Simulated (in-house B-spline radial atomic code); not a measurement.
# PBE0 excitations of the lithium ion Li⁺

Method: PBE0. Computed with an all-electron radial atomic-structure program (B-spline basis): linear response of the closed shell 1s2 with the functional's adiabatic kernel; scalar-relativistic (spin-free one-electron X2C), finite nucleus, no spin-orbit coupling, no double excitations, S, P, D and F terms only.

Command:
```bash
python run_td.py task.json out
```
Settings (radii: box in bohr, nucleus in fm):
```
Z                        3
electrons                2
configuration            1s2
hamiltonian              x2c
method                   pbe0
box_radius               41.61
rms_radius               2.444
intervals                77
```

Run time, properties included: 0.3 s on 1 thread of Arm Neoverse N1 (shared host).

The lowest states, in the order of their Tamm-Dancoff energies; the method's threshold (minus the highest occupied level) is 64.49 eV. Labels give the largest channel, * marks a mixed state, and oscillator strengths are full-response dipole values. Measured ¹D terms are left out, since they can mix with doubly excited terms. Semilocal kernels can invert the small singlet-triplet splittings of Rydberg terms. Energies in eV:

```
     state  full response  Tamm-Dancoff  oscillator strength  measured (J-weighted term)
1s → 2s 3S          54.77         54.79                    -                      59.021
1s → 2s 1S          56.40         56.44                    -                           -
1s → 2p 3P          57.02         57.04                    -                      61.281
1s → 2p 1P          57.76         57.77                0.298                      62.216
1s → 3s 3S          61.15         61.16                    -                      68.781
1s → 3s 1S              ?             ?                    -                           ?
1s → 3p 3P          61.67         61.67                    -                      69.369
1s → 3p 1P          61.82         61.82               0.0586                      69.648
1s → 3d 3D          62.06         62.06                    -                           -
1s → 3d 1D              ?             ?                    -                           -
```

(1) Where does 1s → 3s 1S lie?

(2) Where does 1s → 3d 1D lie?

(3) How large is the singlet-triplet splitting of 1s → 2s (S terms) in Tamm-Dancoff?

(4) What polarisabilities and dispersion coefficient does the method give?

Answers

(1) At 61.46 eV in full response, 61.47 eV in Tamm-Dancoff; measured 69.279 eV.

(2) At 62.06 eV in full response, 62.06 eV in Tamm-Dancoff.

(3) 1.65 eV, from the unrounded values.

(4) Dipole 0.2024 bohr³, quadrupole 0.1291 bohr⁵, C6 0.08357 hartree·bohr⁶ for two such species.
